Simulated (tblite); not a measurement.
A geometry optimisation, step by step.

Compound: C6H11NSeSi.
SMILES with atom numbers: `[CH2:1]=[CH:2][Se:3][Si@H:4]([C:5]#[C:6][CH3:7])[NH:8][CH3:9]` (hydrogens: H10, H11 on C1; H12 on C2; H13 on Si4; H14, H15, H16 on C7; H17 on N8; H18, H19, H20 on C9)

Computed with GFN2-xTB (tblite), gas phase: L-BFGS steps from a force-field or distance-geometry start until the largest atomic force falls under 0.01 eV/Å. 6 of its 117 geometries are shown.

Step 0: E = -712.9507 eV, largest atomic force 2.280 eV/Å
```
atom  x, y, z in Å  |  force x, y, z in eV/Å
C1      4.390    0.126   -0.362   -1.599   0.930  -0.274
C2      3.040    0.280   -0.430    2.115  -0.823   0.216
Se3     2.011   -1.285   -0.044   -0.009  -0.057   0.216
Si4    -0.216   -1.001   -0.520   -0.054  -1.088   0.899
C5     -0.771    0.705   -0.256   -0.320   1.309   0.124
C6     -1.137    1.845   -0.082   -0.251   0.533   0.132
C7     -1.592    3.223    0.151   -0.271  -0.700   0.990
N8     -1.081   -2.157    0.523    0.662   1.312  -0.442
C9     -2.369   -2.548   -0.007   -0.417  -0.555   0.708
H10     4.846   -0.817   -0.112   -0.014   0.107  -0.052
H11     5.025    0.989   -0.569   -0.124  -0.456   0.137
H12     2.618    1.235   -0.668   -0.461   0.011  -0.037
H13    -0.421   -1.315   -1.913   -0.072  -0.226  -0.371
H14    -1.027    3.628    1.028   -0.368  -0.180  -0.777
H15    -1.404    3.819   -0.743   -0.182   0.003   0.222
H16    -2.687    3.216    0.447    1.172   0.060  -0.561
H17    -1.121   -1.880    1.524   -0.033  -0.439  -1.024
H18    -3.166   -1.802    0.204    0.358  -0.332  -0.330
H19    -2.648   -3.494    0.498   -0.094   0.331  -0.254
H20    -2.298   -2.755   -1.084   -0.038   0.259   0.478
```

Step 23: E = -713.4223 eV, largest atomic force 0.198 eV/Å
```
atom  x, y, z in Å  |  force x, y, z in eV/Å
C1      4.277    0.133   -0.375    0.024   0.027  -0.013
C2      2.956    0.095   -0.339   -0.016   0.064  -0.001
Se3     1.963   -1.402    0.264   -0.114   0.027   0.019
Si4    -0.159   -0.930   -0.555    0.173  -0.094   0.017
C5     -0.633    0.851   -0.340   -0.031  -0.048   0.037
C6     -1.058    1.952   -0.082    0.037  -0.066  -0.077
C7     -1.577    3.273    0.179    0.010   0.002  -0.023
N8     -1.056   -2.068    0.360    0.058  -0.007   0.009
C9     -2.369   -2.542    0.012    0.033   0.018   0.034
H10     4.894   -0.706   -0.094   -0.065   0.021  -0.002
H11     4.784    1.029   -0.692    0.073  -0.007  -0.019
H12     2.365    0.956   -0.621   -0.111  -0.043  -0.005
H13    -0.247   -1.323   -1.964    0.015   0.065   0.032
H14    -1.047    3.721    1.020   -0.048   0.000   0.008
H15    -1.452    3.910   -0.696    0.037  -0.006  -0.020
H16    -2.641    3.204    0.407    0.033   0.027   0.060
H17    -0.879   -2.110    1.353   -0.001  -0.009  -0.007
H18    -3.155   -1.813    0.235   -0.020   0.048  -0.036
H19    -2.585   -3.455    0.566   -0.023  -0.066  -0.026
H20    -2.386   -2.765   -1.053   -0.065   0.047   0.011
```

Step 46: E = -713.4961 eV, largest atomic force 0.117 eV/Å
```
atom  x, y, z in Å  |  force x, y, z in eV/Å
C1      4.134    0.233   -0.430   -0.071   0.007  -0.002
C2      2.819    0.178   -0.307   -0.024  -0.063   0.043
Se3     1.939   -1.246    0.596    0.104   0.046   0.026
Si4    -0.084   -1.025   -0.461    0.004  -0.011   0.087
C5     -0.656    0.726   -0.258   -0.012  -0.032  -0.035
C6     -1.023    1.856   -0.046    0.017  -0.042  -0.010
C7     -1.476    3.211    0.154   -0.004  -0.007  -0.002
N8     -1.011   -2.234    0.321   -0.018   0.013  -0.035
C9     -2.393   -2.462   -0.013   -0.003   0.004   0.002
H10     4.767   -0.546   -0.039    0.014   0.002  -0.006
H11     4.619    1.054   -0.926    0.035   0.067  -0.030
H12     2.154    0.947   -0.681    0.045  -0.061   0.012
H13     0.051   -1.353   -1.881   -0.038   0.009  -0.021
H14    -0.939    3.675    0.980    0.063  -0.001   0.010
H15    -1.303    3.782   -0.756   -0.015   0.080  -0.005
H16    -2.539    3.216    0.386   -0.058   0.002  -0.019
H17    -0.803   -2.428    1.290   -0.027  -0.026   0.013
H18    -3.052   -1.681    0.381   -0.009   0.012  -0.005
H19    -2.729   -3.424    0.375    0.050   0.002  -0.036
H20    -2.481   -2.466   -1.098   -0.052  -0.002   0.014
```

Step 70: E = -713.5085 eV, largest atomic force 0.048 eV/Å
```
atom  x, y, z in Å  |  force x, y, z in eV/Å
C1      4.111    0.277   -0.447    0.003   0.002   0.000
C2      2.802    0.171   -0.295    0.030  -0.004  -0.014
Se3     1.969   -1.235    0.670   -0.007   0.006   0.010
Si4    -0.062   -1.056   -0.397   -0.005   0.011   0.013
C5     -0.651    0.695   -0.240    0.004  -0.014   0.004
C6     -1.013    1.833   -0.062    0.011   0.012  -0.025
C7     -1.445    3.196    0.134    0.007   0.018  -0.002
N8     -1.028   -2.262    0.336    0.004   0.006  -0.018
C9     -2.412   -2.439   -0.023    0.008   0.024  -0.002
H10     4.791   -0.453   -0.038   -0.024   0.016  -0.006
H11     4.550    1.100   -0.988   -0.019  -0.008   0.016
H12     2.109    0.899   -0.698    0.000  -0.017   0.009
H13     0.101   -1.375   -1.817   -0.013  -0.006  -0.027
H14    -0.887    3.641    0.956   -0.006   0.015   0.034
H15    -1.271    3.784   -0.766    0.020  -0.022  -0.038
H16    -2.509    3.222    0.368   -0.017  -0.014   0.025
H17    -0.834   -2.527    1.290   -0.015   0.003  -0.002
H18    -3.066   -1.702    0.452   -0.003  -0.007   0.040
H19    -2.750   -3.438    0.252    0.003  -0.016   0.008
H20    -2.509   -2.321   -1.099    0.018  -0.005  -0.026
```

Step 93: E = -713.5108 eV, largest atomic force 0.019 eV/Å
```
atom  x, y, z in Å  |  force x, y, z in eV/Å
C1      4.101    0.292   -0.439   -0.012   0.005   0.005
C2      2.793    0.160   -0.298   -0.016  -0.008   0.007
Se3     1.971   -1.257    0.660    0.001   0.001  -0.003
Si4    -0.064   -1.059   -0.397    0.000  -0.004  -0.011
C5     -0.628    0.699   -0.235   -0.013   0.007   0.001
C6     -0.985    1.839   -0.062    0.002  -0.006  -0.005
C7     -1.427    3.201    0.126    0.000  -0.006   0.003
N8     -1.033   -2.258    0.340    0.004  -0.004  -0.002
C9     -2.414   -2.444   -0.019   -0.006  -0.006  -0.003
H10     4.792   -0.421   -0.020    0.000  -0.004  -0.007
H11     4.523    1.122   -0.980    0.013   0.010   0.006
H12     2.089    0.874   -0.705    0.011  -0.002  -0.009
H13     0.071   -1.381   -1.822    0.006   0.005   0.009
H14    -0.878    3.659    0.949   -0.001   0.000  -0.012
H15    -1.254    3.778   -0.783    0.001  -0.001   0.012
H16    -2.492    3.215    0.359    0.009   0.009  -0.004
H17    -0.841   -2.524    1.295    0.001  -0.003  -0.007
H18    -3.079   -1.756    0.513   -0.007  -0.011   0.003
H19    -2.725   -3.468    0.191    0.002   0.008   0.012
H20    -2.523   -2.260   -1.086    0.006   0.008   0.004
```

Step 116: E = -713.5126 eV, largest atomic force 0.006 eV/Å
```
atom  x, y, z in Å  |  force x, y, z in eV/Å
C1      4.085    0.324   -0.403   -0.005   0.000   0.000
C2      2.776    0.169   -0.304    0.000   0.000   0.004
Se3     1.954   -1.272    0.619    0.000   0.000  -0.002
Si4    -0.090   -1.062   -0.420   -0.001  -0.002  -0.001
C5     -0.653    0.695   -0.242    0.001  -0.001   0.004
C6     -0.979    1.845   -0.077    0.000  -0.004   0.000
C7     -1.384    3.219    0.105    0.003   0.000  -0.002
N8     -1.038   -2.275    0.321   -0.002  -0.001   0.004
C9     -2.429   -2.474    0.009   -0.002   0.004   0.002
H10     4.774   -0.383    0.028    0.001   0.002  -0.001
H11     4.511    1.167   -0.920    0.000   0.002   0.001
H12     2.073    0.873   -0.727    0.000   0.000  -0.002
H13     0.039   -1.364   -1.850   -0.002  -0.002  -0.003
H14    -0.818    3.668    0.921    0.000  -0.002   0.002
H15    -1.199    3.784   -0.808    0.000   0.002  -0.002
H16    -2.447    3.266    0.342    0.003  -0.001   0.001
H17    -0.798   -2.587    1.250   -0.001   0.000  -0.004
H18    -3.087   -1.861    0.633    0.000   0.005   0.000
H19    -2.701   -3.523    0.142    0.005   0.002  -0.003
H20    -2.595   -2.198   -1.029    0.002  -0.005   0.000
```

**Question.** Summarise the path.

**Answer.** The energy falls by 12.96 kcal/mol from step 0 to step 116; nine tenths of that is first reached at step 35. It falls at every step. The largest force goes from 2.280 to 0.006 eV/Å. Among the bonds Si4–N8 changes most, from 1.781 to 1.708 Å; the atoms move by 0.431 Å rms after alignment.

**Question.** Follow the three bonds and two angles with the largest change from start to end.

**Answer.** 
```tsv
step	E above end (kcal/mol)	largest force (eV/Å)	Si4–N8 (Å)	C7–H16 (Å)	Si4–C5 (Å)	C2–Se3–Si4 (°)	Se3–C2–H12 (°)
0	12.96	2.280	1.781	1.134	1.813	112.3	124.2
5	6.61	0.334	1.727	1.087	1.839	112.3	120.8
10	4.44	0.296	1.720	1.091	1.857	107.9	114.5
15	3.20	0.277	1.714	1.090	1.846	105.4	114.3
20	2.35	0.190	1.715	1.092	1.865	103.0	115.1
25	1.89	0.268	1.713	1.089	1.850	101.1	114.3
30	1.60	0.114	1.714	1.091	1.859	99.8	113.5
35	1.27	0.182	1.713	1.088	1.851	97.4	115.0
40	0.89	0.174	1.709	1.093	1.855	95.8	114.4
45	0.43	0.151	1.712	1.088	1.852	95.7	114.1
50	0.26	0.069	1.711	1.090	1.854	95.5	114.4
55	0.18	0.052	1.710	1.090	1.853	95.5	113.9
61	0.14	0.025	1.711	1.090	1.853	95.5	113.8
66	0.13	0.028	1.711	1.090	1.854	95.6	113.8
71	0.08	0.043	1.710	1.090	1.854	95.2	114.0
76	0.06	0.020	1.709	1.090	1.854	94.8	113.7
81	0.05	0.019	1.709	1.090	1.854	94.7	113.7
86	0.05	0.012	1.710	1.090	1.854	94.9	113.7
91	0.05	0.018	1.709	1.090	1.853	95.0	113.6
96	0.04	0.021	1.709	1.090	1.854	95.0	113.8
101	0.03	0.029	1.709	1.090	1.854	95.1	113.8
106	0.01	0.048	1.709	1.090	1.853	95.5	113.9
111	0.01	0.012	1.708	1.090	1.854	95.5	113.9
116	0.00	0.006	1.708	1.090	1.854	95.5	113.8
```

The cost below is that of the whole relaxation. On one thread, Arm Neoverse N1 (aarch64), no GPU (shared host), this took 1.8 s of wall time.
